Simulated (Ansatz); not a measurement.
`NB(O)O[SiH3]`, relaxed with RKS PBE-D4/def2-SVP in the Gaussian-basis code of Ansatz from a rough embedded geometry. The force threshold is 0.03 eV/Å; the program also tests the step.

Charge 0, multiplicity 1.

Start:

```xyz
11

N    -0.973   -1.324    0.910
B    -0.311   -0.766   -0.381
O     0.599   -1.585   -1.187
O    -0.638    0.563   -0.756
Si    0.507    1.628   -0.064
H    -1.608   -0.625    1.258
H    -0.239   -1.558    1.577
H     0.028   -2.078   -1.784
H     0.443    1.493    1.395
H     1.908    1.245   -0.487
H     0.284    3.006   -0.480
```

```csv
step,energy (eV),largest force (eV/Å),largest move (Å)
1,-14220.5858,3.415,0.000
2,-14221.0199,1.144,0.197
3,-14221.2015,1.678,0.198
4,-14221.3450,1.020,0.200
5,-14221.5022,0.606,0.200
6,-14221.5723,1.966,0.192
7,-14221.7058,0.469,0.200
8,-14221.7368,0.117,0.200
9,-14221.7417,0.193,0.133
10,-14221.7503,0.166,0.073
11,-14221.7538,0.687,0.195
12,-14221.8007,0.454,0.200
13,-14221.8138,0.417,0.177
14,-14221.8329,0.063,0.200
15,-14221.8373,0.024,0.082
16 (rejected),-14221.8362,0.198,0.196
17,-14221.8412,0.053,0.097
18,-14221.8443,0.071,0.098
19 (rejected),-14221.8437,0.194,0.133
20,-14221.8476,0.056,0.064
21,-14221.8507,0.111,0.073
22,-14221.8555,0.085,0.109
23,-14221.8566,0.193,0.123
24,-14221.8596,0.094,0.012
25,-14221.8618,0.042,0.052
26,-14221.8624,0.033,0.056
27,-14221.8625,0.032,0.059
28,-14221.8628,0.013,0.017
```

End:

```xyz
11

N    -1.105   -1.622    0.770
B    -0.320   -0.689    0.041
O     0.219   -0.930   -1.213
O    -0.067    0.549    0.609
Si    0.824    1.810   -0.065
H    -1.473   -1.382    1.689
H    -1.355   -2.556    0.455
H     0.015   -1.811   -1.567
H     0.806    2.919    0.948
H     2.251    1.406   -0.324
H     0.205    2.305   -1.344
```

Run time 33 s (4 threads of an Intel Xeon Platinum 8375C on a shared host); peak host memory 0.17 GiB.
